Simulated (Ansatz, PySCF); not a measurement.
Si(F)(H)2(NCO) (CH2FNOSi), SMILES C(=O)=N[SiH2]F.

Geometry: B3LYP-D3(BJ)/def2-SVP. One conformer was computed; it need not be the lowest.

Vertical ionisation energy (IE) and electron affinity (EA) in eV. Rows of orbital energies are one-electron estimates. Where ΔSCF, EOM or ADC give a negative EA the extra electron is unbound and the value depends on the basis.

```csv
level,IE,EA
"−ε(HOMO), −ε(LUMO), PBE0/def2-TZVP (PySCF)",8.96,0.44
"ΔSCF, CAM-B3LYP/def2-SVPD (Ansatz), final states of multiplicity 2 and 2",…,…
```

**Question.** Fill in the missing entries. (An estimate is asked for; the answer gives what the named calculation found.)

**Answer.** 
- ΔSCF, CAM-B3LYP/def2-SVPD (Ansatz, an electronic-structure program), final states of multiplicity 2 and 2, IE: 11.44
- ΔSCF, CAM-B3LYP/def2-SVPD (Ansatz), final states of multiplicity 2 and 2, EA: -1.29

**Question.** What vertical singlet–triplet gap does ΔSCF give with CAM-B3LYP/def2-SVPD (Ansatz)? (The exact figures need the calculation; the answer reports its results.)

**Answer.** 6.63 eV (triplet above singlet where positive).
